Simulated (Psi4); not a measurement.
OP, doublet, at a GFN2-xTB geometry. Base run: Psi4 with HF/6-31G**.

Input for Psi4:
```
memory 2 GB

molecule {
0 2
  P    -0.00000000   -0.00000000   -0.50615669
  O     0.00000000    0.00000000    0.94904379
}

set basis 6-31g**
set reference uhf

energy('scf')
print_variables()
```

The base run was repeated with changes; each row names its change, and settings that it needs were set with it.

```csv
change,basis functions,E (Eh),dipole (D)
base,34,-415.54801,2.59
basis = cc-pVTZ-DK; relativity = none (with scf_type pk),64,-415.41524,2.50
basis = cc-pVDZ-DK; relativity = none (with scf_type pk),32,-415.38016,2.53
basis = cc-pVDZ-DK; relativity = spin-free X2C (with scf_type pk),32,-416.43050,2.55
basis = cc-pVTZ-DK; relativity = spin-free X2C (with scf_type pk),64,-416.48718,2.51
```

Total energies compare only within one method and basis.

Open shells are given as the SCF converged; they aren't shown to be the lowest states, and a large step between rows can be another state.

Basis sets contracted for a relativistic Hamiltonian are a mismatch without it, so the rows without relativity aren't non-relativistic limits. No row has spin-orbit coupling; sets with core potentials leave out the core electrons.
